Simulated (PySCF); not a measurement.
4,4-difluoro-1,3-dioxolane (C3H4F2O2), SMILES O1C(F)(COC1)F. Atoms are numbered in the order given.

```xyz
11

F     -1.3761     0.7274    -0.8375
C     -0.5093     0.3398     0.1118
F     -0.9894     0.8173     1.2751
C     -0.3079    -1.1778     0.1611
O      0.9184    -1.3551    -0.4912
C      1.6495    -0.2169    -0.1831
O      0.7229     0.8517    -0.1556
H     -1.1005    -1.7210    -0.3679
H     -0.2717    -1.4945     1.2206
H      2.3984    -0.0305    -0.9650
H      2.1394    -0.2993     0.8095
```

Geometry: PBE0-D3(BJ)/def2-SVP. The values are those of a single conformer.

The numbers are results of CAM-B3LYP/def2-TZVP run with PySCF, not measurements.

ESP charges are fitted to the potential on shells at 1.4 to 2.0 van der Waals radii. Atomic charges (e):

| atom | ESP fit | IAO | Mulliken |
|---|---|---|---|
| F1 | -0.23 | -0.30 | -0.18 |
| C2 | 0.64 | 0.73 | 0.43 |
| F3 | -0.25 | -0.31 | -0.19 |
| C4 | -0.13 | -0.10 | -0.11 |
| O5 | -0.28 | -0.39 | -0.29 |
| C6 | 0.04 | 0.15 | 0.11 |
| O7 | -0.32 | -0.39 | -0.26 |
| H8 | 0.14 | 0.18 | 0.14 |
| H9 | 0.12 | 0.14 | 0.11 |
| H10 | 0.15 | 0.17 | 0.13 |
| H11 | 0.11 | 0.12 | 0.09 |

Computed Mayer and Wiberg (Löwdin basis) orders of the bonds:
```
bond    Mayer  Wiberg
------  -----  ------
F1–C2    1.14    1.74
C2–F3    1.13    1.73
C2–C4    0.98    1.12
C4–O5    0.99    1.47
O5–C6    1.04    1.53
C2–O7    1.16    1.57
C6–O7    0.98    1.42
C4–H8    0.96    0.87
C4–H9    0.96    0.87
C6–H10   0.96    0.90
C6–H11   0.96    0.90
```
